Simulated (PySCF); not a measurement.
# Radial density of Mn (manganese, neutral)

PW91, [Ar] 3d5 4s1 4p1, high-spin 8P determinant (an excited configuration). All numbers are calculated (PySCF 2.14, the spin-free X2C one-electron Hamiltonian (Gaussian nucleus), in x2c-TZVPPall).

| r (bohr) | 4πr²ρ (e/bohr) | 4πr²(ρα − ρβ) |
| --- | --- | --- |
| 0.00106 | 0.2002 | 0.0001 |
| 0.00179 | 0.5089 | 0.0002 |
| 0.00301 | 1.279 | 0.0006 |
| 0.00506 | 3.100 | 0.0014 |
| 0.00851 | 7.038 | 0.0031 |
| 0.0143 | 14.30 | 0.0061 |
| 0.0241 | 24.14 | 0.0096 |
| 0.0405 | 30.09 | 0.0100 |
| 0.0681 | 25.67 | 0.0097 |
| 0.115 | 24.56 | 0.0547 |
| 0.193 | 33.23 | 0.2949 |
| 0.324 | 19.38 | 1.2879 |
| 0.545 | 12.52 | 3.5155 |
| 0.917 | 13.01 | 3.8979 |
| 1.54 | 3.504 | 1.9572 |
| 2.60 | 1.069 | 1.0335 |
| 4.37 | 0.3751 | 0.3750 |
| 7.34 | 0.01190 | 0.0119 |

Densities and radii are taken from the X2C orbitals without a picture-change correction, which distorts them close to the nucleus.
